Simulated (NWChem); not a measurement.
# CdSiH4; SMILES [CdH][SiH3]

All runs: NWChem. Structure relaxed at the PBE0/def2-SVP level. def2 effective core potentials on Cd; no spin-orbit coupling. Level r2SCAN/def2-SVP: energy and gradient on several grids; changes count from the extra-fine grid, which is no exact limit either.

```tsv
grid	size of the energy change (μHa)	largest change of a gradient component (μHa/bohr)	time, medium = 1 (rough)
xcoarse	2000	20000	about 1
coarse	200	400	about 1
medium	40	200	about 1
fine	< 10	40	about 1
xfine	< 10	< 30	2
```
